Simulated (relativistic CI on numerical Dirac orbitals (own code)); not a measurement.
Calculated at this level of theory: Dirac-Coulomb-Breit CI, KLI orbitals optimised for each configuration, model QED, unscaled Slater integrals (own radial code, finite nucleus).

CI space (outside the closed core [Ar] 3d10): 4s2.4p6.4d10.4f3, 4s2.4p6.4d10.4f2.5s, 4s2.4p6.4d9.4f4, 4s2.4p6.4d10.4f.5s2, 4s2.4p6.4d10.4f2.5p, 4s2.4p6.4d10.4f.5s.5p, 4s2.4p5.4d10.4f4, 4s2.4p6.4d10.4f2.5d, 4s2.4p6.4d10.4f.5p2, 4s2.4p6.4d10.4f.5s.5d, 4s2.4p6.4d10.4f.5p.5d, 4s2.4p6.4d9.4f3.5s, 4s2.4p6.4d9.4f2.5s2, 4s.4p6.4d10.4f4, 4s2.4p6.4d10.4f2.5f, 4s2.4p4.4d10.4f5, 4s2.4p6.4d10.4f2.6s, 4s2.4p6.4d10.4f.5d2, 4s2.4p6.4d9.4f3.5p, 4s2.4p6.4d10.4f2.5g, 4s2.4p6.4d10.4f2.6p, 4s2.4p6.4d10.4f2.6d, 4s2.4p5.4d10.4f2.5s2, 4s2.4p6.4d10.4f2.6f, 4s2.4p6.4d10.4f2.7s, 4s2.4p5.4d10.4f2.5s.5p, 4s2.4p6.4d10.4f2.7p, 4s.4p6.4d10.4f2.5s2. Levels of other configurations are missing.

At this charge energies of transitions that change n are usually good to better than 1 %, and those within a shell (Δn = 0) to a few per cent. Terms inside the open d or f shell come out 10 to 20 % too wide with unscaled integrals.

Outline of the computed level scheme of Re XXVII. Lowest level of each configuration: 4s2.4p6.4d10.4f3 4I°_9/2 at 0.000 eV; 4s2.4p6.4d10.4f2.5s 4H_7/2 at 124.896 eV.

LS names give the leading component of a level, which can be under half, so a name can repeat, a term be missing and a line seem to break the LS rules.
